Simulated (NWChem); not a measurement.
System: C$_{4}$H$_{7}$F; SMILES C/C(=C\C)F

Computed with NWChem. Pople sets run with spherical d functions. STO-3G and 3-21G are far too small for this property and stand as cheap habits. The geometry was optimised at PBE0/def2-SVP. Vertical excitations in the gas phase; the lowest state need not have the same character in each row.

```
level                       basis functions  lowest excitation, singlet (eV)  oscillator strength of that lowest state  lowest state with f > 0.02, singlet (eV)  orbital gap (eV)
--------------------------  ---------------  -------------------------------  ----------------------------------------  ----------------------------------------  ----------------
Hartree-Fock/3-21G, CIS                  59                             8.62                                     0.860                                      8.62             14.52
Hartree-Fock/6-31G*, CIS                 84                             8.39                                     0.810                                      8.39             14.55
Hartree-Fock/6-31+G*, CIS               104                             7.10                                     0.015                                      7.87             11.55
Hartree-Fock/def2-SVP, CIS              105                             8.30                                     0.828                                      8.30             14.26
```
